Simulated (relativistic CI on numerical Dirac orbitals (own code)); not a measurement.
**In44+: sensitivity of the levels to the model**

Base calculation: Dirac-Coulomb-Breit CI, KLI orbitals optimised for each configuration, model QED, unscaled Slater integrals.

Configurations in the expansion (outside the closed core 1s2): 2s²2p, 2s2p², 2p³, 2p²3s, 2p²3p, 2p²3d, 2s²3s, 2s²3p, 2s²3d, 2s2p3s, 2s2p3p, 2s2p3d, 2s²4s, 2s²4p, 2s²4d, 2s²4f. Levels of other configurations are missing.

Variants: (1) P86 correlation estimate; (2) configuration mixing switched off. Shifts of the energy above 2s²2p ²P°1/2, in eV, for the lowest level and the first level of each name with at least 55 % of one term (blank where a level changes its place among those of its configuration and J or its character, or is not in the variant):

```tsv
Level	Base	Δ(1)	Δ(2)
2s²2p ²P°1/2	0.00	0.00	0.00
2s2p² ⁴P1/2	140.90	+0.21	-4.24
2s²2p ²P°3/2	234.13	0.00	+2.63
2s2p² ⁴P3/2	332.53	+0.21	-4.36
2s2p² ²D3/2	407.17	+0.21	-3.79
2s2p² ²P1/2	409.14	+0.21	-3.78
2s2p² ²S1/2	651.86	+0.21	-4.18
2s2p² ²P3/2	653.18	+0.21	-3.67
2p³ ²D°5/2	785.59	+0.28	-3.94
2p³ ²P°1/2	820.35	+0.28	-8.09
2s²3s ²S1/2	4170.06	+1.11	+7.81
2s²3p ²P°1/2	4219.89	+1.29	+8.34
2s2p3s ⁴P°1/2	4267.21	+1.20	-4.29
2s²3p ²P°3/2	4296.86	+1.25	-0.51
2s2p3s ²P°1/2	4301.77	+1.19	-3.09
2s2p3p ⁴D1/2	4309.35	+1.36	-3.49
2s²3d ²D5/2	4348.39	+0.92	+5.89
2s2p3d ⁴F°3/2	4415.53	+1.22	-4.36
2s2p3d ⁴F°5/2	4432.61	+1.22	-4.21
2s2p3d ⁴D°1/2	4444.88	+1.22	-1.57
2s2p3d ²F°5/2	4471.26	+1.22	-4.10
2s2p3s ⁴P°5/2	4501.40	+1.19	-4.02
```

At this charge energies of transitions that change n are usually good to better than 1 %, and those within a shell (Δn = 0) to a few per cent.

Ionisation energy from the two ground configurations alone: base 7448.13 eV; P86 correlation estimate 7449.81 eV. The NIST ASD value (semi-empirical) is 7442 eV.

LS names give the leading component of a level, which can be under half, so a name can repeat, a term be missing and a line seem to break the LS rules.
